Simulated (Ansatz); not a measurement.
Input (CCSDTQ/def2-SVP; Ansatz, a first-principles code):

Ansatz 0.2 input:
```yaml
crystal:
  periodic: [false, false, false]
  atoms:
    - {symbol: In, position_ang: [-0.00000000, -0.00000000, -1.75533115]}
    - {symbol: I, position_ang: [0.00000000, 0.00000000, 1.62285333]}
basis:
  gaussian:
    orbitals: def2-SVP
total_charge: 1
magnetization: {spin_polarized: true, initial_magnetization: 1}
correlation: {method: ccsdtq, electrons: outside_noble_gas}
```

Output:

```
Functional definition: HF
integrals: 0.07 GiB planned
1162 factors; integrals over basis functions are off by at most 1.1e-7 eV
mean field: 0.29 GiB planned
mean field evaluation 1: about -13210.7098 eV, gradient 1.7e1 eV
mean field evaluation 2: about -13210.7269 eV, gradient 1.7e1 eV
mean field evaluation 4: about -13215.0405 eV, gradient 3.5e0 eV
mean field evaluation 8: about -13215.4610 eV, gradient 1.9e-1 eV
mean field evaluation 16: about -13215.4632 eV, gradient 2.2e-6 eV
mean field evaluation 32: about -13210.7098 eV, gradient 1.7e1 eV
mean field evaluation 64: about -13215.4632 eV, gradient 1.3e-6 eV
mean field evaluation 96: about -13215.0207 eV, gradient 7.0e0 eV
mean field evaluation 128: about -13210.2316 eV, gradient 7.6e0 eV
mean field evaluation 160: about -13211.7667 eV, gradient 4.0e0 eV
mean field evaluation 192: about -13215.7929 eV, gradient 4.5e-3 eV
mean field evaluation 224: about -13212.1913 eV, gradient 3.7e-3 eV
mean field evaluation 256: about -13212.4310 eV, gradient 2.0e-1 eV
mean field evaluation 288: about -13212.4525 eV, gradient 3.4e-1 eV
mean field evaluation 320: about -13212.4265 eV, gradient 1.8e-1 eV
mean field evaluation 352: about -13211.2338 eV, gradient 7.7e0 eV
mean field evaluation 384: about -13215.7929 eV, gradient 1.2e-3 eV
mean field evaluation 416: about -13215.4632 eV, gradient 5.6e-4 eV
mean field evaluation 448: about -13212.4154 eV, gradient 3.6e-1 eV
mean field evaluation 480: about -13212.4522 eV, gradient 3.3e-1 eV
mean field evaluation 512: about -13212.4083 eV, gradient 2.6e-1 eV
mean field evaluation 544: about -13212.4216 eV, gradient 1.7e-1 eV
mean field evaluation 576: about -13212.4336 eV, gradient 2.2e-1 eV
mean field -13215.79287824 eV, -485.6714302892 hartree, gradient 2.1e-6 eV, S^2 0.756885; 10 other end points of the search recorded, 0 dependent functions left out
determinant -13215.79287824 eV, -485.6714302892 hartree, with singles and doubles -13219.22136761 eV, -485.7974249494 hartree
determinant -13215.46321308 eV, -485.6593153178 hartree, with singles and doubles -13218.89613668 eV, -485.7854729333 hartree
determinant -13215.79287824 eV, -485.6714302892 hartree, with singles and doubles -13219.22204195 eV, -485.7974497311 hartree
determinant -13215.46321308 eV, -485.6593153178 hartree, with singles and doubles -13218.89815327 eV, -485.7855470416 hartree
18 core orbitals not correlated
reference -13215.79287824 eV, -485.6714302892 hartree; 5, 4 occupied and 29, 30 virtual orbitals, 1162 factors
second order -2.81339338 eV of doubles, -0.00000000 eV of singles
coupled cluster: 1.28 GiB planned
cycle   1  -3.25600010 eV  change   -4.4e-1 eV  update   6.3e-2
cycle   2  -3.46750845 eV  change   -2.1e-1 eV  update   2.6e-2
cycle   3  -3.48347285 eV  change   -1.6e-2 eV  update   1.0e-2
cycle   4  -3.48414303 eV  change   -6.7e-4 eV  update   4.1e-3
cycle   5  -3.48513950 eV  change   -1.0e-3 eV  update   2.4e-3
cycle   6  -3.48582027 eV  change   -6.8e-4 eV  update   1.8e-3
cycle   7  -3.48561468 eV  change    2.1e-4 eV  update   1.1e-3
cycle   8  -3.48566818 eV  change   -5.3e-5 eV  update   8.4e-4
cycle   9  -3.48584331 eV  change   -1.8e-4 eV  update   7.1e-4
cycle  10  -3.48582162 eV  change    2.2e-5 eV  update   3.7e-4
cycle  11  -3.48581857 eV  change    3.0e-6 eV  update   1.6e-4
cycle  12  -3.48581502 eV  change    3.6e-6 eV  update   1.3e-4
cycle  13  -3.48581133 eV  change    3.7e-6 eV  update   7.6e-5
cycle  14  -3.48581351 eV  change   -2.2e-6 eV  update   3.3e-5
cycle  15  -3.48581811 eV  change   -4.6e-6 eV  update   2.1e-5
cycle  16  -3.48581930 eV  change   -1.2e-6 eV  update   1.8e-5
cycle  17  -3.48581926 eV  change    4.2e-8 eV  update   8.4e-6
cycle  18  -3.48581909 eV  change    1.7e-7 eV  update   1.6e-6
cycle  19  -3.48581886 eV  change    2.3e-7 eV  update   1.6e-6
cycle  20  -3.48581879 eV  change    6.1e-8 eV  update   7.6e-7
Total energy: -13219.27869704 eV, -485.7995317671 hartree
```
